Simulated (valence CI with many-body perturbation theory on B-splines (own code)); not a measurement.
# Energy levels of Se²⁰⁺

Method: valence CI with perturbative core correlation (CI+MBPT): four valence electrons over a frozen Dirac-Fock core [Ne], radial functions for each j: 9 s, 9 p, 8 d, 6 f, 3 g, 1 h, with the one-electron correlation potential Σ1 (screened to all orders), the two-electron term Σ2, the three-electron term Σ3, Breit, model QED; selected single and double excitations, second order for the rest, scaled by the run's own slope (own B-spline code, finite nucleus).

No measured spectrum was set against this ion. As an estimate, levels of excited configurations hold to 0.05 to 0.15 % of their energy, terms of the ground configuration to about 0.5 %.

Levels 1 to 38 of 38, with energies above the lowest level, 3s2 3p2 3P_0. "Leading %" is the weight of the configuration and term that name the level; weights of strongly mixed levels are sums over their largest components and can fall short, so below about 35 % the name and the second component can differ from the true leading terms, or belong to a minority configuration. Lifetimes count E1, E2, E3, M1 and M2 decay at the calculated energies, and are blank where another channel may lead or the interval is too uncertain; long ones can be off by a factor of two.

```
No.  Configuration  Term  J  E (cm⁻¹)  Leading %    Second component  Lifetime      g
  1        3s2 3p2    3P  0         0         86     12 % 3s2 3p2 1S                 
  2        3s2 3p2    3P  1     48947         98                        538 μs  1.499
  3        3s2 3p2    3P  2     71770         64     34 % 3s2 3p2 1D   9.38 ms  1.324
  4        3s2 3p2    1D  2    142590         63     34 % 3s2 3p2 3P    140 μs  1.173
  5        3s2 3p2    1S  0    207150         85     12 % 3s2 3p2 3P   38.5 μs       
  6         3s 3p3   5S°  2    405320         91      7 % 3s 3p3 3P°   3.72 ns  1.955
  7         3s 3p3   3D°  1    506360         72     12 % 3s 3p3 3P°    166 ps  0.657
  8         3s 3p3   3D°  2    510760         70     14 % 3s 3p3 3P°    256 ps  1.248
  9         3s 3p3   3D°  3    530080         88  10 % 3s2 3p 3d 3D°    329 ps  1.331
 10         3s 3p3   3P°  0    587370         90   9 % 3s2 3p 3d 3P°   96.7 ps       
 11         3s 3p3   3P°  1    593620         74     12 % 3s 3p3 3D°   84.4 ps  1.375
 12         3s 3p3   3P°  2    594630         39     21 % 3s 3p3 1D°    107 ps  1.282
 13      3s2 3p 3d   1D°  2    648060         31     28 % 3s 3p3 3P°    130 ps  1.150
 14         3s 3p3   3S°  1    697950         60     30 % 3s 3p3 1P°   9.57 ps  1.630
 15      3s2 3p 3d   3F°  2    703260         88      8 % 3s 3p3 1D°    157 ps  0.704
 16      3s2 3p 3d   3F°  3    727050         93                        268 ps  1.088
 17         3s 3p3   1P°  1    771710         48     30 % 3s 3p3 3S°   11.5 ps  1.319
 18      3s2 3p 3d   3F°  4    772280         98                                1.249
 19      3s2 3p 3d   3P°  2    785720         48  18 % 3s2 3p 3d 3D°   11.7 ps  1.297
 20      3s2 3p 3d   3D°  1    797910         56  23 % 3s2 3p 3d 3P°   8.66 ps  0.838
 21      3s2 3p 3d   3D°  2    835540         34  32 % 3s2 3p 3d 1D°   8.53 ps  1.062
 22      3s2 3p 3d   3P°  0    841680         88      9 % 3s 3p3 3P°   11.8 ps       
 23      3s2 3p 3d   3D°  3    847340         79      9 % 3s 3p3 3D°   9.24 ps  1.304
 24      3s2 3p 3d   3P°  1    849630         58  25 % 3s2 3p 3d 3D°   10.4 ps  1.189
 25      3s2 3p 3d   3P°  2    858870         38  33 % 3s2 3p 3d 3D°   10.7 ps  1.290
 26      3s2 3p 3d   1F°  3    917650         90   6 % 3s2 3p 3d 3D°   8.94 ps  1.020
 27      3s2 3p 3d   1P°  1    944090         79     10 % 3s 3p3 1P°   10.6 ps  0.981
 28            3p4    3P  2   1011700         47   28 % 3s 3p2 3d 3P   61.5 ps  1.393
 29      3s 3p2 3d    5F  1   1042600         87    5 % 3s 3p2 3d 5D   1.09 ns  0.141
 30      3s 3p2 3d    5F  2   1052500         83   10 % 3s 3p2 3d 5D    640 ps  1.062
 31            3p4    3P  0   1062600         46   29 % 3s 3p2 3d 3P   51.2 ps       
 32            3p4    3P  1   1066000         48   37 % 3s 3p2 3d 3P   66.8 ps  1.423
 33      3s 3p2 3d    5F  3   1067600         79   16 % 3s 3p2 3d 5D    751 ps  1.296
 34            3p4    1D  2   1084200         47   22 % 3s 3p2 3d 1D   87.2 ps  1.107
 35      3s 3p2 3d    5F  4   1091500         86   12 % 3s 3p2 3d 5D   9.92 ns  1.363
 36      3s 3p2 3d    5D  0   1100200         91          4 % 3p4 3P    222 ps       
 37      3s 3p2 3d    5D  1   1103400         85          7 % 3p4 3P    172 ps  1.456
 38      3s 3p2 3d    5D  2   1104300         69    9 % 3s 3p2 3d 5F    155 ps  1.369
```

Names give the largest LS component (configuration and term), which can be under half, so a name can repeat, a term be missing and a line seem to break the LS rules; names also repeat where a configuration has a term twice.

The ionisation energy to 3s2 3p 2P°_1/2 of the next ion comes out as 844.83 eV (NIST: 845.8 ± 2 eV (semi-empirical)). All 38 levels together are meant to be complete up to 1105100 cm⁻¹.
